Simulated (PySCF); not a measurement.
H$_{2}$Zn, singlet, geometry from GFN2-xTB (such geometries of metal compounds can be far from the true shape).

PySCF was given this input:
```python
from pyscf import gto, scf, dft

mol = gto.Mole()
mol.atom = '''
    Zn    0.00000000    0.00000000    0.00000000
    H    -0.00000000   -0.00000000   -1.49925704
    H     0.00000000    0.00000000    1.49925704
'''
mol.basis = '6-31g**'
mol.verbose = 4
mol.build()

mf = dft.RKS(mol)
mf.xc = 'wb97x'
mf.kernel()
```

Q: Predict the nuclear repulsion energy from WB97X/6-31G** in PySCF.

A: 21.3541 Eh

Q: Give the HOMO energy at the level WB97X/6-31G**.

A: -10.35 eV

Q: Give the total energy at the level WB97X/6-31G**.

A: -1780.2578 Eh

Q: What number of basis functions does WB97X/6-31G** give?

A: 44

Q: What Mulliken (on the basis functions themselves) charges in atom order does WB97X/6-31G** give?

A: Zn1 0.23, H2 -0.11, H3 -0.11
